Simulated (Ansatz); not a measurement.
Isolated molecules relaxed with PBE0-D4/def2-TZVP in Ansatz; ΔE leaves out vibrations. CCSD(T)/CBS adds triple-zeta CCSD(T) − MP2 to the extrapolated MP2 energy (def2 sets, frozen cores). Functionals use def2-TZVPP. B3LYP here is the variant with VWN-RPA as its local correlation; programs differ in this. For Ge outer-core shells are correlated without core-valence functions, which leaves a few kJ/mol of doubt a bond. Scalar relativity is left out up to krypton. One conformer a species, not always the lowest.

`O[SiH2][SiH](O)S` + `C[NH][GeH3]` → `C[N]([GeH3])[SiH2]O` + `O[SiH2]S`  (cleavage of the Si–Si bond)

```csv
level,ΔE (kJ/mol),difference from CCSD(T)/CBS
PBE-D4,-66.3,23.5
r2SCAN-D4,-80.6,9.2
PBE0-D4,-73.2,16.6
B3LYP-D4,-82.5,7.3
ωB97X-V,-83.7,6.1
ωB97M-V,-90.9,-1.1
B2PLYP,-88.6,1.2
PBE,-64.7,25.1
r2SCAN,-80.2,9.6
PBE0,-72.0,17.8
B3LYP,-80.1,9.7
HF/def2-TZVPP,-95.5,-5.7
MP2/def2-TZVPP,-100.1,-10.3
SCS-MP2/def2-TZVPP,-99.1,-9.3
CCSD/def2-TZVPP,-92.5,-2.7
CCSD(T)/def2-TZVPP,-92.1,-2.3
HF/def2-QZVPP,-97.1,-7.3
MP2/def2-QZVPP,-99.4,-9.6
SCS-MP2/def2-QZVPP,-98.2,-8.4
HF/CBS(def2),-97.3,-7.5
MP2/CBS(def2),-97.9,-8.1
CCSD/CBS(def2),-90.2,-0.4
CCSD(T)/CBS,-89.8,0
```

Largest T1 diagnostic among the species: 0.012.

From PBE to PBE0 (25 % exact exchange), in def2-TZVPP and without D4, ΔE moves by −7.3 kJ/mol.
